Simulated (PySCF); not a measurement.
Al(F)(Br)(vinyl) (C₂H₃AlBrF), SMILES C=[CH][Al]([F])[Br]. Atoms are numbered in the order given.

```xyz
8

Al     0.6740     0.6114     0.0000
F      2.3365     0.5936     0.0000
Br    -0.3879    -1.3770     0.0000
C     -0.3202     2.2578     0.0000
C     -1.6647     2.2655     0.0000
H      0.1946     3.2282     0.0000
H     -2.2467     3.1958     0.0000
H     -2.2514     1.3390     0.0000
```
Charge 0, spin multiplicity 1.

Geometry: B3LYP-D3(BJ)/def2-SVP. The structure was generated by enumeration; whether it is a known compound was not checked. The values are those of a single conformer.

Calculation: TDA-CAM-B3LYP/def2-SVPD in PySCF.

Vertical excitations. Gas-phase values at a fixed geometry. State labels are in the subgroup Cs.

Computed lowest excited states:
| state | symmetry | energy (eV) | λ (nm) | f | main pairs |
|---|---|---|---|---|---|
| S1 | A" | 5.95 | 208 | 0.003 | HOMO−3→LUMO 68 %, HOMO−1→LUMO 25 % |
| S2 | A" | 6.45 | 192 | 0.000 | HOMO−1→LUMO 68 %, HOMO−3→LUMO 24 % |
| S3 | A' | 6.60 | 188 | 0.173 | HOMO→LUMO 86 % |
| S4 | A" | 6.70 | 185 | 0.001 | HOMO→LUMO+1 86 % |
| S5 | A' | 6.81 | 182 | 0.037 | HOMO−1→LUMO+1 83 % |
| S6 | A' | 7.04 | 176 | 0.208 | HOMO−2→LUMO 78 % |
| S7 | A" | 7.17 | 173 | 0.114 | HOMO−2→LUMO+1 85 % |
| S8 | A' | 7.44 | 167 | 0.159 | HOMO−3→LUMO+1 78 % |
| S9 | A" | 7.85 | 158 | 0.000 | HOMO−3→LUMO+3 49 %, HOMO−4→LUMO 30 %, HOMO−1→LUMO+3 9 % |
| S10 | A" | 8.11 | 153 | 0.017 | HOMO→LUMO+2 58 %, HOMO→LUMO+4 20 % |
| T1 | A' | 4.00 | 310 | 0 | HOMO→LUMO 69 %, HOMO→LUMO+3 12 %, HOMO−2→LUMO 12 % |
| T2 | A" | 5.32 | 233 | 0 | HOMO−3→LUMO 74 %, HOMO−1→LUMO 16 % |
| T3 | A" | 6.34 | 196 | 0 | HOMO−1→LUMO 76 %, HOMO−3→LUMO 14 % |
| T4 | A' | 6.34 | 195 | 0 | HOMO−2→LUMO 67 %, HOMO→LUMO 16 % |
Triplets are in the Tamm–Dancoff approximation.
